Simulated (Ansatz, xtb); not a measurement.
**Ranking isomers of C5H9BFP**

4 gas-phase structures of C5H9BFP, from a drawn sample of its isomers (lower ones may exist). Each was relaxed with GFN2-xTB; where two conformers were screened, the lower at r2SCAN-D4/def2-SVP is listed:

A. `C=C/C=C(/F)CBP`, a singlet
B. `C[C@@]1(F)C=C[C@H]1BP`, a singlet
C. `C#C/C(C)=C(/F)[BH2-][PH3+]`, a singlet
D. `C#C/C=C\[C@@H](F)[BH2-][PH3+]`, a singlet

Task: Estimate their order in r2SCAN-D4/def2-SVP energy at these geometries, lowest first.

Result: Calculated order at r2SCAN-D4/def2-SVP: A (0.000), B (0.482), C (1.405), D (1.887) eV.

Energies above the lowest of each column, in eV; the last columns are at B3LYP-D3(BJ)/def2-SVP geometries and were run for some of them only (a dash: not run or not comparable):

| structure | GFN2-xTB | HF/STO-3G | r2SCAN-D4/def2-SVP | B3LYP-D3(BJ)/def2-SVP | CCSD(T)/def2-SVP + ΔMP2/def2-TZVPP |
| --- | --- | --- | --- | --- | --- |
| A | 0.000 | 0.404 | 0.000 | 0.000 | 0.000 |
| B | 0.045 | 0.000 | 0.482 | 0.591 | 0.436 |
| C | 0.711 | 1.724 | 1.405 | 1.360 | 1.223 |
| D | 0.863 | 2.433 | 1.887 | – | – |

CCSD(T)/def2-SVP + ΔMP2/def2-TZVPP puts A lowest of those it was run on; HF/STO-3G picks B. Some further structures that were screened fall inside this span and aren't listed. Flexible structures stand in one conformer each, not always the lowest. Frequencies (GFN2-xTB) were run for A, B, C alone. ΔMP2 is the change of the MP2 energy from the smaller to the larger basis.

Over these structures GFN2-xTB departs from r2SCAN-D4/def2-SVP by 0.321 eV on average once a common shift is removed. A GFN2-xTB relaxation took about 0.34 s and the r2SCAN-D4/def2-SVP energy about 2.7 s on a shared host (Ansatz 0.2.0, xtb 6.7.1).
